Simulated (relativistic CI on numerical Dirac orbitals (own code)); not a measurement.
**Rh⁶⁺: L2,3 absorption edge**

Computed with this model: Dirac-Coulomb-Breit CI, separate exchange-only KLI orbitals for each configuration, model QED, valence Slater integrals scaled by 0.7, multiplet model of core-to-valence dipole absorption; configurations [Kr] 4d3 → [He] 2s2 2p5 3s2 3p6 3d10 4s2 4p6 4d4; 300 K; Lorentzian 2.4 eV and Gaussian 0.5 eV FWHM. Energies are those of the free ion, without screening or charge transfer. The branching ratio is the share of the lower-energy edge in the whole absorption, uncertain by about 0.02 where the edges overlap. S is read from ⟨S²⟩ = S(S + 1).

Field parameters in Wybourne normalisation: Oh B⁴₀ = 21Dq, B⁴₄ = √(5/14) B⁴₀. The field is a parameter set, without covalency.

Computed curve for Oh, 10Dq = 40650 cm⁻¹, scaled to 100 at the maximum (points under 2 are left out and the grid is thinned):

(Energy (eV), Intensity): (3006.00, 2.1), (3007.00, 2.5), (3008.25, 3.2), (3009.25, 4.1), (3010.25, 5.5), (3011.25, 7.6), (3012.50, 13.0), (3013.50, 23.1), (3014.50, 46.0), (3015.75, 65.6), (3016.75, 58.1), (3017.75, 76.4), (3018.75, 99.7), (3020.00, 94.3), (3021.00, 67.7), (3022.00, 35.6), (3023.25, 16.9), (3024.25, 10.8), (3025.25, 7.5), (3026.25, 5.6), (3027.50, 4.1), (3028.50, 3.3), (3029.50, 2.6), (3030.50, 2.1), (3152.75, 2.6), (3153.75, 3.6), (3154.75, 5.5), (3156.00, 10.8), (3157.00, 22.0), (3158.00, 38.4), (3159.00, 35.3), (3160.25, 33.3), (3161.25, 35.6), (3162.25, 29.0), (3163.50, 24.0), (3164.50, 14.0), (3165.50, 7.5), (3166.50, 4.6), (3167.75, 2.8), (3168.75, 2.1)

The ground state has S = 1.49, and the centroid lies at 3060.50 eV.
